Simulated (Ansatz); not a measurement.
Geometry optimisation, UHF/def2-SVP (Ansatz).

input.yaml

```yaml
crystal:
  periodic: [false, false, false]
  atoms:
    - { symbol: O, position_ang: [-0.88271, 0.5567, -0.49194] }
    - { symbol: Al, position_ang: [-0.07549, -0.31522, 0.64871] }
    - { symbol: I, position_ang: [2.28494, -1.30225, 1.0084] }
    - { symbol: H, position_ang: [-1.44364, -0.22033, 1.34925] }
magnetization:
  spin_polarized: true
  initial_magnetization: 1
basis:
  gaussian: { orbitals: def2-SVP }
hamiltonian:
  xc: hf
relax:
  f_tol: 0.02
  max_steps: 50
```

Run as:

```bash
$ ansatz run input.yaml --threads 1 --pin off --max-ram 2048MiB --backend cpu --events-out ev --progress --plain --runs-dir out
```

Problem. Where does it end, and by what steps?

Solution. The forces met the threshold. After 5 steps the energy has fallen by 0.924 eV; O1 moved furthest, 0.46 Å.

| step | energy less start (eV) | largest force component (eV/Å) | accepted |
| --- | --- | --- | --- |
| 0 | 0.0000 | 2.747 | yes |
| 1 | -0.6375 | 1.260 | yes |
| 2 | -0.8904 | 0.435 | yes |
| 3 | -0.9220 | 0.206 | yes |
| 4 | -0.9237 | 0.046 | yes |
| 5 | -0.9238 | 0.008 | yes |

```xyz
4
Properties=species:S:1:pos:R:3
O -0.542 0.601 -0.797
Al -0.234 -0.272 0.669
I 2.043 -1.181 0.934
H -1.384 -0.429 1.708
```

Whether the end is a true minimum wasn't checked by a vibrational analysis.

Time of the run: 13 s on 1 thread of Intel(R) Xeon(R) Platinum 8488C (Sapphire Rapids), with other jobs on the host, peak memory 0.2 GiB.
